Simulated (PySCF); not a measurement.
Si(H)(Br)(NH2)2 (BrH₅N₂Si), SMILES N[SiH](N)Br. Geometry optimised at B3LYP-D3(BJ)/def2-SVP. The structure was generated by enumeration, and PubChem lists no compound with its InChIKey, so it may never have been made. One conformer was computed; it need not be the lowest.

Computed equilibrium geometry at B3LYP-D3(BJ)/def2-SVP (PySCF confirms it by a frequency run) as Cartesian coordinates in Å (one conformer of several):
```xyz
9

Si    -0.4003    -0.5893     0.7367
N     -1.5225    -1.4214    -0.2581
N      0.7472    -1.7320     1.2992
Br     0.3825     1.0637    -0.6106
H     -0.8809     0.1295     1.9451
H     -2.0367    -0.9388    -0.9865
H     -2.0033    -2.2484     0.0816
H      1.2220    -2.3399     0.6376
H      1.3416    -1.5066     2.0912
```
